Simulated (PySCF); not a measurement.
## Calculated data, AlBFH2, CH3AlF, AlBH2N

Computed with PySCF 2.14.0. Calculation on a computer-drawn molecule: optimised geometry and harmonic frequencies of an isolated molecule of the commonest isotopes, restricted reference for singlets and unrestricted otherwise, frozen core in MP2.

Common to all runs: method MP2; basis cc-pV(D+d)Z.

(1) AlBFH2

Start structure:
```xyz
5
AlBFH2
F      0.4883     1.1771     2.5800
B      0.5554     2.0790     1.6455
Al    -0.0289     1.3485    -0.3616
H      0.8980     3.2005     1.8341
H     -0.4352     0.8486    -1.7729
```

Settings of this run: charge 1 and multiplicity 1.

The calculation gives: rotational constants 49.95, 4.351, 4.002 GHz; total energy -367.2661 hartree; convergence status largest gradient component 1.926e-05 hartree/bohr.

Drawn bonds:
| atom | other atom | order |
| --- | --- | --- |
| 1 | 2 | 1 |
| 2 | 3 | 1 |
| 2 | 4 | 1 |
| 3 | 5 | 1 |

Optimised structure:
```xyz
5
AlBFH2
F      0.4897     1.1700     2.5977
B      0.5545     2.0751     1.6457
Al    -0.0287     1.3487    -0.3625
H      0.8981     3.2080     1.8245
H     -0.4359     0.8519    -1.7804
```

Modes:
| frequency (cm⁻¹) | reduced mass (dalton) |
| --- | --- |
| 212.2 | 3.224 |
| 371.6 | 1.096 |
| 398.7 | 1.629 |
| 533 | 3.7 |
| 758.6 | 1.536 |
| 1068 | 1.176 |
| 1315 | 9.494 |
| 2079 | 1.047 |
| 2753 | 1.098 |

(2) CH3AlF

Start structure:
```xyz
6
CH3AlF
C      0.0990    -1.1644    -0.0369
Al    -1.7933    -1.4752    -0.0583
F     -2.7648    -0.3903     0.7316
H      0.8221    -1.8169    -0.5249
H      0.5724    -0.3200     0.4618
H     -2.4991    -2.6822    -0.7686
```

Settings of this run: charge 0 and multiplicity 2.

The calculation gives: rotational constants 26.97, 6.164, 5.017 GHz; total energy -381.3817 hartree; spin squared 0.7584; convergence status largest gradient component 2.831e-05 hartree/bohr.

Drawn bonds:
| atom | other atom | order |
| --- | --- | --- |
| 1 | 2 | 1 |
| 2 | 3 | 1 |
| 1 | 4 | 1 |
| 1 | 5 | 1 |
| 2 | 6 | 1 |

Optimised structure:
```xyz
6
CH3AlF
C      0.1002    -1.1652    -0.0375
Al    -1.7978    -1.4733    -0.0567
F     -2.7880    -0.3803     0.7402
H      0.8255    -1.8269    -0.5317
H      0.5851    -0.3158     0.4633
H     -2.4887    -2.6875    -0.7730
```

Modes:
| frequency (cm⁻¹) | reduced mass (dalton) |
| --- | --- |
| 213 | 1.637 |
| 214.7 | 1.674 |
| 486.8 | 1.231 |
| 582.9 | 1.286 |
| 636.2 | 1.343 |
| 698.6 | 4.448 |
| 719.9 | 1.312 |
| 857.7 | 7.227 |
| 1400 | 1.128 |
| 2011 | 1.044 |
| 3169 | 1.056 |
| 3265 | 1.109 |

(3) AlBH2N

Start structure:
```xyz
5
AlBH2N
B     -2.5761    -0.4611     1.7415
N     -2.1902    -0.4807     0.5548
Al    -1.7383    -0.4387    -1.1639
H     -2.9337    -0.4466     2.8584
H     -0.4335    -1.2335    -1.6168
```

Settings of this run: charge 0 and multiplicity 2.

The calculation gives: rotational constants 273.2, 5.26, 5.161 GHz; total energy -322.5206 hartree; spin squared 0.7555; convergence status largest gradient component 1.77e-05 hartree/bohr.

Drawn bonds:
| atom | other atom | order |
| --- | --- | --- |
| 1 | 2 | 2 |
| 2 | 3 | 1 |
| 1 | 4 | 1 |
| 3 | 5 | 1 |

Optimised structure:
```xyz
5
AlBH2N
B     -2.5857    -0.4596     1.7650
N     -2.1686    -0.4970     0.5592
Al    -1.7308    -0.4381    -1.1900
H     -2.9586    -0.4348     2.8856
H     -0.4281    -1.2311    -1.6457
```

Modes:
| frequency (cm⁻¹) | reduced mass (dalton) |
| --- | --- |
| 130.6 | 4.128 |
| 143.5 | 3.728 |
| 608.3 | 1.619 |
| 650.1 | 2.926 |
| 714.8 | 1.321 |
| 735.2 | 1.335 |
| 1789 | 5.666 |
| 1895 | 1.044 |
| 2896 | 1.172 |
